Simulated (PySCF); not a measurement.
# Continuum solvent and chemical shifts

Mapped SMILES: `[CH3:1][O:2][CH2:3][c:4]1[cH:5][cH:6][c:7]([C:8](=[O:9])[OH:10])[cH:11][cH:12]1`; H(Xn) means a hydrogen on atom n.

GIAO PBE0/pcSseg-1 in PySCF 2.14.0 with density-fitted response routines on one PBE0-D3(BJ)/def2-SVP conformer, non-relativistic, equivalent nuclei averaged. Solvents enter as an IEF-PCM continuum (benzene with ε = 2.3, chloroform with ε = 4.7) around the gas-phase geometry. Shifts are referred to TMS computed in the same medium.

In benzene, δ in ppm: C8 170.2, C4 153.1, C6/C11 137.6, C5/C12 132.3, C7 131.3, C3 75.6, C1 57.3, H(C6)/H(C11) 8.38, H(C5)/H(C12) 7.67, H(O10) 6.26, H(C3) 4.57, H(C1) 3.20. Dipole moment 1.71 D.

Q: How does each δ change in the more polar medium?

A: 
```json
{"atoms": "C8", "environment": "carboxylic acid carbon", "Δδ, chloroform": "+0.9"}
{"atoms": "C4", "environment": "substituted aromatic carbon", "Δδ, chloroform": "+0.9"}
{"atoms": "C6/C11", "environment": "aromatic CH", "Δδ, chloroform": "+0.2"}
{"atoms": "C5/C12", "environment": "aromatic CH", "Δδ, chloroform": "+0.6"}
{"atoms": "C7", "environment": "substituted aromatic carbon", "Δδ, chloroform": "+0.1"}
{"atoms": "C3", "environment": "sp3 CH2 bonded to O, on an aromatic ring", "Δδ, chloroform": "+0.1"}
{"atoms": "C1", "environment": "methyl carbon bonded to O", "Δδ, chloroform": "+0.2"}
{"atoms": "H(C6)/H(C11)", "environment": "hydrogen on an aromatic CH", "Δδ, chloroform": "+0.01"}
{"atoms": "H(C5)/H(C12)", "environment": "hydrogen on an aromatic CH", "Δδ, chloroform": "+0.06"}
{"atoms": "H(O10)", "environment": "hydrogen on an acid hydroxyl oxygen", "Δδ, chloroform": "+0.26"}
{"atoms": "H(C3)", "environment": "hydrogen on an sp3 CH2 bonded to O, on an aromatic ring", "Δδ, chloroform": "+0.05"}
{"atoms": "H(C1)", "environment": "hydrogen on a methyl carbon bonded to O", "Δδ, chloroform": "+0.02"}
```

Changes are relative to benzene. The dipole moment becomes 1.83 D in chloroform.

Q: Which nuclei move most (in ppm), and what does the model miss?

A: C8 (carboxylic acid carbon, +0.9 ppm) and C4 (substituted aromatic carbon, +0.9 ppm) in chloroform. A continuum only polarises the solute; specific hydrogen bonds, the anisotropy of aromatic solvents and changes of geometry or conformer are outside it.
